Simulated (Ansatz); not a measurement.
```yaml
crystal:
  periodic: [false, false, false]
  atoms:
    - {symbol: Ba, position_ang: [2.352298, 2.040358, -1.248118]}
    - {symbol: Ba, position_ang: [1.330845, 0.730846, 2.753072]}
    - {symbol: Ba, position_ang: [0.299249, -1.844753, -1.359121]}
    - {symbol: Ba, position_ang: [-2.675591, -2.158752, 1.929830]}
    - {symbol: Ba, position_ang: [-2.019593, 1.782027, -1.374595]}
    - {symbol: Se, position_ang: [-2.771842, -1.184460, -0.803436]}
    - {symbol: Se, position_ang: [2.746450, -0.675516, 0.393870]}
    - {symbol: Se, position_ang: [0.337894, -2.091976, 1.977382]}
    - {symbol: Se, position_ang: [0.080283, 2.644662, 0.771162]}
    - {symbol: Se, position_ang: [0.320007, 0.757572, -3.040047]}
basis:
  gaussian: {orbitals: def2-TZVP, initial_orbitals: start.molden}
total_charge: 1
magnetization: {spin_polarized: true, initial_magnetization: 1}
hamiltonian: {xc: pbe0, dispersion: d4}
scf: {omitted_lower_state_checks: [starts]}
output: {orbitals: {seedname: orbitals}}
```

The file start.molden holds the orbitals of an earlier run on this structure, at another level or in another basis.

```sh
$ ansatz run in.yaml --threads 6 --pin off --events-out ev --progress --plain --max-ram 7833MiB
```

Q: Does this run fit into the memory that it is given?

A: No. It has 440 basis functions, and Ansatz plans for 9 GiB where 8 GiB are given.
